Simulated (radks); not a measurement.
Task: Te2+, 50 electrons, occupied as [Kr] 4d10 5p(up 2, down 2) 5s(up 0, down 0) (spins set by hand, not the high-spin state). Calculated with a radial shooting solver on a logarithmic mesh with Libxc functionals: scalar-relativistic Kohn-Sham, PBE, spin-polarised, spherical densities, point nucleus. Some entries of the table are withheld. Estimate them.

orbital,occ.,eigenvalue (hartree),r(max) (bohr)
1s,2,-1163.185,0.01794
2s,2,(1),0.1013
2p,6,-160.8297,0.08123
3s,2,-36.29475,0.2926
3p,6,-30.36608,0.2863
3d,10,(2),0.2379
4s,2,-6.85826,0.7010
4p,6,-5.02012,0.7379
4d,10,-2.33889,0.8100
5s,0,-1.25885,1.740
5p,4,-0.86659,2.021

Result: 
(1) 2s eigenvalue (hartree): -179.0701
(2) 3d eigenvalue (hartree): -21.40434
